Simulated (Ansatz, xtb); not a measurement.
Relative energy of two structures of Cl3H3OSiSn

We compare a, `O[Si@H](Cl)[SnH]([Cl])[Cl]`, a singlet, with b, a singlet given by its coordinates. Both are isolated molecules in the gas phase, relaxed with PBE0-D4/def2-SVP; the shapes shown needn't be the lowest conformers.

a (Å):

```xyz
9

Cl   -0.3051    1.4101   -3.1007
Cl    2.9777    3.8121   -2.8607
Cl    2.8847    1.6970    0.2746
O    -0.3389    1.0604   -0.0114
Si   -0.4068    2.1942   -1.2004
Sn    1.7926    3.4944   -0.8597
H     0.5535    0.7606    0.2248
H    -1.6671    2.9579   -1.0610
H     2.0910    4.8878    0.0836
```

b (Å):

```json
{"atom": "Cl", "x (Å)": "3.0987", "y (Å)": "1.0077", "z (Å)": "1.4277"}
{"atom": "Cl", "x (Å)": "1.5972", "y (Å)": "-0.0339", "z (Å)": "-1.8468"}
{"atom": "Cl", "x (Å)": "-0.3755", "y (Å)": "1.7907", "z (Å)": "0.7575"}
{"atom": "O", "x (Å)": "-1.0722", "y (Å)": "-0.9691", "z (Å)": "-0.5909"}
{"atom": "Si", "x (Å)": "0.5072", "y (Å)": "-1.3894", "z (Å)": "-0.5907"}
{"atom": "Sn", "x (Å)": "1.8483", "y (Å)": "2.3035", "z (Å)": "-0.1602"}
{"atom": "H", "x (Å)": "-1.2495", "y (Å)": "-0.1275", "z (Å)": "-0.1359"}
{"atom": "H", "x (Å)": "0.6552", "y (Å)": "-2.6896", "z (Å)": "-1.2791"}
{"atom": "H", "x (Å)": "1.1994", "y (Å)": "-1.2875", "z (Å)": "0.7140"}
```

Close contacts (Å): Cl1–Sn6 2.40, Cl2–Si5 2.15, Cl2–Sn6 2.89, Cl3–Sn6 2.46, O4–Si5 1.63, O4–H7 0.97, Si5–H8 1.48, Si5–H9 1.48.

**Question.** Which of the two would you expect CCSD(T)/def2-SVP + ΔMP2/def2-TZVPP electronic energies to favour?

**Answer.** Structure b; the calculation gives E(b) − E(a) = −17.0 kcal/mol.

How the difference moves with the method:

```json
{"level": "PBE0-D4/def2-SVP", "geometry": "PBE0-D4/def2-SVP", "E(b) − E(a) (kcal/mol)": "−16.5", "departure from the last row (kcal/mol)": "+0.5", "job, with rough time for the two": "optimisation, 2.8 min"}
{"level": "HF/def2-SVP", "geometry": "PBE0-D4/def2-SVP", "E(b) − E(a) (kcal/mol)": "−17.1", "departure from the last row (kcal/mol)": "0.0", "job, with rough time for the two": "part of the CCSD(T) run"}
{"level": "MP2/def2-SVP", "geometry": "PBE0-D4/def2-SVP", "E(b) − E(a) (kcal/mol)": "−14.3", "departure from the last row (kcal/mol)": "+2.8", "job, with rough time for the two": "part of the CCSD(T) run"}
{"level": "CCSD(T)/def2-SVP", "geometry": "PBE0-D4/def2-SVP", "E(b) − E(a) (kcal/mol)": "−15.5", "departure from the last row (kcal/mol)": "+1.6", "job, with rough time for the two": "single point"}
{"level": "CCSD(T)/def2-SVP + ΔMP2/def2-TZVPP", "geometry": "PBE0-D4/def2-SVP", "E(b) − E(a) (kcal/mol)": "−17.0", "departure from the last row (kcal/mol)": "", "job, with rough time for the two": "single point, 75 s"}
```

None of the levels shown reverses the order. The largest departure from CCSD(T)/def2-SVP + ΔMP2/def2-TZVPP is that of MP2/def2-SVP, 2.8 kcal/mol. Levels run at GFN2-xTB geometries aren't shown. The last row adds to CCSD(T) the change of the MP2 difference between the two basis sets, here −1.6 kcal/mol.

With thermal terms from frequencies at re-optimised GFN2-xTB minima (ideal gas, soft modes damped towards free rotors, one conformer each, 298.15 K, 1 atm): the zero-point term adds +1.8 kcal/mol; ΔH is −15.5 and ΔG −15.3 kcal/mol.

The correlated steps freeze 25 core orbitals; the filled d shell of Sn is correlated, in a basis made for valence electrons. Atoms past krypton carry core potentials in the def2 sets and no spin–orbit term is included. Mirror images aren't counted in ΔG. Programs: Ansatz 0.2.0, xtb 6.7.1; the last row on 2 threads of Arm Neoverse V2 on a shared host.
